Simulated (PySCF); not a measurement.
Two species compared at the same levels of theory.

First species: C₅H₉ClOSi₂.
Cartesian coordinates in Å at the GFN2-xTB level; atoms count from 1:
```
atom  x, y, z in Å
Si1    3.424    0.312   -0.012
C2     1.554    0.446    0.333
O3     0.948   -0.443   -0.593
Si4   -0.629   -0.770   -0.791
Cl5   -0.586   -2.109   -2.284
C6    -1.615   -1.264    0.750
C7    -2.604   -0.384    0.939
C8    -2.705    0.700   -0.035
C9    -1.799    0.704   -1.018
H10    3.826   -1.075    0.206
H11    3.659    0.712   -1.398
H12    4.123    1.210    0.913
H13    1.159    1.453    0.178
H14    1.282    0.151    1.350
H15   -1.457   -2.100    1.410
H16   -3.312   -0.432    1.754
H17   -3.487    1.438    0.073
H18   -1.789    1.457   -1.788
```

Second species: C₄H₁₂NP.
Cartesian coordinates in Å at the GFN2-xTB level; atoms count from 1:
```
atom  x, y, z in Å
C1    -1.839    0.638    0.198
N2    -0.692   -0.159   -0.204
C3    -1.132   -1.503   -0.536
P4     0.660   -0.095    0.913
C5     1.101    1.683    0.614
C6     1.925   -0.811   -0.242
H7    -2.522    0.708   -0.651
H8    -1.521    1.642    0.467
H9    -2.388    0.203    1.042
H10   -0.281   -2.116   -0.821
H11   -1.813   -1.440   -1.388
H12   -1.663   -1.997    0.288
H13    2.152    1.818    0.862
H14    0.931    1.939   -0.431
H15    0.520    2.341    1.257
H16    1.727   -0.479   -1.260
H17    1.919   -1.898   -0.197
H18    2.908   -0.469    0.077
```

Levels: PBE0/pcSseg-1 for dipole moment, HOMO energy, LUMO energy and HOMO–LUMO gap; GFN2-xTB for rotational constant A and rotational constant C. Geometries: GFN2-xTB. Each structure is a single optimised conformer of the isolated species, non-relativistic unless stated. Electronic properties by PySCF.

The conformers computed, where there is a choice (atom-mapped SMILES and torsion angles):
- `[SiH3:1][CH2:2][O:3][Si:4]1([Cl:5])[CH:6]=[CH:7][CH:8]=[CH:9]1`: Si1–C2–O3–Si4 180°, C2–O3–Si4–Cl5 180°
- `[CH3:1][N:2]([CH3:3])[P:4]([CH3:5])[CH3:6]`: C1–N2–P4–C5 -68°

Which of the two has the higher HOMO energy, and by how much?

The second: -5.57 eV against -6.96 eV, a difference of 1.39 eV.

Which of the two has the higher rotational constant A, and by how much?

The second: 3.757 GHz against 1.397 GHz, a difference of 2.360 GHz.

Which has the higher dipole moment?

The first: 2.83 D against 0.72 D, a difference of 2.11 D.

Which of the two has the higher HOMO–LUMO gap, and by how much?

The second: 6.74 eV against 4.90 eV, a difference of 1.84 eV.

Which has the higher rotational constant C?

The second: 1.706 GHz against 0.498 GHz, a difference of 1.208 GHz.

Which of the two has the higher LUMO energy, and by how much?

The second: 1.17 eV against -2.06 eV, a difference of 3.23 eV.

On the first: The dipole matches unit charges of opposite sign 0.59 Å apart (1 e·Å = 4.8032 D).

On the second: In atomic units the dipole is 0.28 e·bohr (1 au = 2.5417 D).
